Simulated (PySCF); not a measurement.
CHO, SMILES [C][OH+] (connectivity only; charge and spin as stated), charge +1, multiplicity 1. The structure is a stationary point at PBE0-D3(BJ)/def2-TZVPD.

TDDFT-PBE/def2-TZVPD run with PySCF puts the lowest singlet excitations at 8.21, 8.21, 9.42, 10.51, 10.78, 10.78 eV and the lowest triplet (TDA) at 4.94 eV.

**Question.** What are the lowest singlet roots from EOM-CCSD/aug-cc-pVDZ run with PySCF 2.14.0? (Estimate from the structure and the level; the computed values follow.)

**Answer.** 8.75, 8.75, 10.83, 10.83, 10.85, 11.50 eV; triplets 5.39, 5.39, 9.41 eV. S1 differs by 0.55 eV (second minus first; roots are paired by order, and the bases may differ).
